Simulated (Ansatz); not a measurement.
Reactions of C2H2FIO, SMILES `OC=C(F)I`.

Gas-phase electronic energies from Ansatz, PBE0-D4/def2-TZVP geometries. CCSD(T)/CBS is the MP2 limit (def2-TZVPP, def2-QZVPP) plus CCSD(T) − MP2 in def2-TZVPP, frozen cores. This one scheme is used for every species, atoms too. Double bonds are as drawn, so ΔE can hold a change between cis and trans. Functionals use def2-TZVPP. B3LYP here is the variant with VWN-RPA as its local correlation; programs differ in this. Open shells (•) are unrestricted, without spin–orbit coupling. Spin–orbit coupling would lower the free atoms: a little for C, F, O; strongly for I. Elements past krypton have def2 core potentials. Bonds to I are less sure, by a few kJ/mol each and by 10 to 20 or more in all where they break to atoms, as the def2 sets lack core-valence functions. Each species was taken in one conformer, which may not be the lowest.

```
                                 reaction  CCSD(T)/CBS(def2) (kJ/mol)
      `O/C=C(/F)I` + H₂ → `O/C=C\I` + H–F                           ?
  `O/C=C(/F)I` + H–F → `F/C=C(/F)I` + H₂O                           ?
   `O/C=C(/F)I` + H₂O → `O/C=C(\O)F` + HI                          10
`O/C=C(/F)I` → 2 C• + F• + 2 H• + I• + O•                        2625
   `O/C=C(/F)I` + CH₄ → `C/C(F)=C\O` + HI                         -13
   `O/C=C(/F)I` + HI → `F/C(I)=C\I` + H₂O                         -33
```

Task: Fill in the missing values. (Best estimate.)

Result: Computed: `O/C=C(/F)I` + H₂ → `O/C=C\I` + H–F: -135.3 kJ/mol; `O/C=C(/F)I` + H–F → `F/C=C(/F)I` + H₂O: +29.6 kJ/mol.

Largest T1 diagnostic: 0.012, for `O/C=C(\O)F`.
